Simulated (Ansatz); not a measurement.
Consider the ligand exchange at the Si–C bond: `CC[SiH2]Br` + HBr → `Br[SiH2]Br` + `CC`.

Program: Ansatz. Geometries: PBE0-D4/def2-TZVP. ΔE: electronic, gas phase. CCSD(T)/CBS adds triple-zeta CCSD(T) − MP2 to the extrapolated MP2 energy (def2 sets, frozen cores). This one scheme is used for every species. DFT in def2-TZVPP. HSE06 is defined as in plane-wave codes. For Br outer-core shells are correlated without core-valence functions, which leaves a few kJ/mol of doubt a bond. Scalar relativity is left out up to krypton. Each species was taken in one conformer, which may not be the lowest.

```csv
level,ΔE (eV)
HSE06-D4,-0.97
HF/CBS(def2),-1.06
```

Q: What does CCSD(T)/CBS give? (Best estimate.)

A: Ansatz gave: -0.97 eV. The listed levels differ from it by 0.00, -0.09 eV.

Largest T1 diagnostic among the species: 0.008.

Leaving LDA and LC-ωPBE aside and taking each functional with its dispersion term where it has one, the values, not all of them listed here, spread over 0.07 eV, from BHLYP-D4 to revPBE-D4. LDA lies +0.09 eV from PBE without D4. The D4 term adds +0.03 eV with B3LYP and +0.02 eV with PBE0; it sums over pairs of atoms, weighted by their polarisabilities, and B3LYP, whose exchange is more repulsive, gets the larger term. At CCSD(T), def2-SVP lies +0.09 eV from the extrapolated value and def2-TZVPP +0.06 eV.

B3LYP here is the variant with VWN-RPA as its local correlation; programs differ in this.
